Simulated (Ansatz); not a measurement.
A run for Ansatz (a quantum-chemistry and plane-wave program): R-B3LYP/def2-TZVPP on C4H6O (SMILES C=COC=C).

Ansatz 0.2 input:
```yaml
crystal:
  periodic: [false, false, false]
  atoms:
    - {symbol: C, position_ang: [2.33978395, 0.37653329, -0.13364059]}
    - {symbol: C, position_ang: [1.17272129, -0.23593204, -0.00629365]}
    - {symbol: O, position_ang: [-0.00507376, 0.39045683, -0.29027567]}
    - {symbol: C, position_ang: [-1.16555645, -0.30834516, -0.13163729]}
    - {symbol: C, position_ang: [-2.34776447, 0.23066456, -0.38701776]}
    - {symbol: H, position_ang: [2.40741816, 1.40192256, -0.46899859]}
    - {symbol: H, position_ang: [3.24887378, -0.15533027, 0.10109109]}
    - {symbol: H, position_ang: [1.07765698, -1.26432029, 0.32809656]}
    - {symbol: H, position_ang: [-1.04362481, -1.32925011, 0.21667725]}
    - {symbol: H, position_ang: [-3.24220970, -0.35682207, -0.24825879]}
    - {symbol: H, position_ang: [-2.44222497, 1.25042271, -0.73289792]}
basis:
  gaussian:
    orbitals: def2-TZVPP
hamiltonian:
  xc: {name: B3LYP}
scf: {lower_state_search: off}
```

The head of its log:

```
WARN ansatz: RAYON_NUM_THREADS=2 ignored (pool sized by the plan → 2); use --threads N
Functional definition: B3LYP
these checks for a lower state are left out or cut short: stability, starts, cluster_reference, orbital_swaps, neighbouring_geometries, increment
integrals: 0.13 GiB planned
1225 factors; their error is unknown
mean field: 1.33 GiB planned
mean field evaluation 1: about -6283.9965 eV, gradient 6.7e1 eV
mean field evaluation 2: about -6281.0081 eV, gradient 7.2e1 eV
```

Task: What total energy does the run end on?

Result: -231.2997 hartree.
